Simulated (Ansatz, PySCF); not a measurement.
GaCl, SMILES [Cl][Ga] (connectivity only; charge and spin as stated), neutral, multiplicity 1.

Geometry optimised at PBE-D3(BJ)/def2-TZVP.

Vertical ionisation energy (IE) and electron affinity (EA) in eV. Rows of orbital energies are one-electron estimates. Where ΔSCF, EOM or ADC give a negative EA the extra electron is unbound and the value depends on the basis.

| level | IE | EA |
|---|---|---|
| −ε(HOMO), −ε(LUMO), PBE0/def2-TZVPD (PySCF) | 7.54 | 1.74 |
| −ε(HOMO), −ε(LUMO), B3LYP/def2-TZVPD (PySCF) | 7.41 | 1.99 |
| −ε(HOMO), −ε(LUMO), PBE/def2-TZVPD (PySCF) | 6.57 | 2.46 |
| ADC(2)/aug-cc-pVDZ (PySCF) | 9.44 | 0.06 |
| ΔSCF, CAM-B3LYP/def2-TZVPD (Ansatz), final states of multiplicity 2 and 2 | 10.02 | 0.02 |
| ΔSCF, PBE/def2-TZVPD (Ansatz), final states of multiplicity 2 and 2 | … | … |

Q: Some entries are withheld; supply them. (The exact figures need the calculation; the answer reports its results.)

A: 
- ΔSCF, PBE/def2-TZVPD (Ansatz, a first-principles code), final states of multiplicity 2 and 2, IE: 9.84
- ΔSCF, PBE/def2-TZVPD (Ansatz), final states of multiplicity 2 and 2, EA: -0.01

Q: What vertical singlet–triplet gap does ΔSCF give with CAM-B3LYP/def2-TZVPD (Ansatz) and with PBE/def2-TZVPD (Ansatz)? (The exact figures need the calculation; the answer reports its results.)

A: 3.67 and 3.57 eV (triplet above singlet where positive).

Q: Beyond the first one, list the lowest photoelectron lines from ADC(2)/aug-cc-pVDZ in PySCF with their pole strengths (two spins summed). (Estimate from the structure and the level; the computed values follow.)

A: 10.73 eV (1.77), 10.73 eV (1.77), 13.64 eV (1.77).
